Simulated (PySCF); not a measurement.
Fractional electron number in Ni⁺ (nickel, charge +1)

The 3d beta orbital of [Ar] 3d9 is emptied in steps (occupation f), with all orbitals relaxed, ending at [Ar] 3d8. Computed with PySCF 2.14 in def2-SVP, with the non-relativistic Hamiltonian (point nucleus). The exact energy is a straight line in f; departures are measured from the line between the end points of the same method.

```json
{"f": "1", "UHF (eV)": "0.000", "LDA (eV)": "0.000", "PBE (eV)": "0.000"}
{"f": "0.8", "UHF (eV)": "0.546", "LDA (eV)": "-1.334", "PBE (eV)": "-1.299"}
{"f": "0.6", "UHF (eV)": "0.788", "LDA (eV)": "-2.019", "PBE (eV)": "-1.958"}
{"f": "0.4", "UHF (eV)": "0.759", "LDA (eV)": "-2.032", "PBE (eV)": "-1.965"}
{"f": "0.2", "UHF (eV)": "0.488", "LDA (eV)": "-1.362", "PBE (eV)": "-1.315"}
{"f": "0", "UHF (eV)": "0.000", "LDA (eV)": "0.000", "PBE (eV)": "0.000"}
```

```json
{"method": "UHF", "E(f=0) − E(f=1) (eV)": "14.593", "−ε at f=1 (eV)": "18.139", "−ε at f=0.4 (eV)": "13.820"}
{"method": "LDA", "E(f=0) − E(f=1) (eV)": "18.613", "−ε at f=1 (eV)": "10.937", "−ε at f=0.4 (eV)": "20.247"}
{"method": "PBE", "E(f=0) − E(f=1) (eV)": "17.886", "−ε at f=1 (eV)": "9.946", "−ε at f=0.4 (eV)": "19.488"}
```

Orbital energy along the path (eV):

```
  f      UHF      LDA      PBE
  1  -18.139  -10.937   -9.946
0.8  -16.535  -13.524  -12.983
0.6  -15.101  -16.860  -16.214
0.4  -13.820  -20.247  -19.488
0.2  -12.674  -23.685  -22.795
  0  -11.649  -27.173  -26.132
```

Reference removal energy between the ground levels: 18.169 eV (measured; NIST Atomic Spectra Database, ionization energies). The calculation has no spin-orbit coupling. The determinant left behind need not be the lowest term of the ion. UHF lacks correlation.
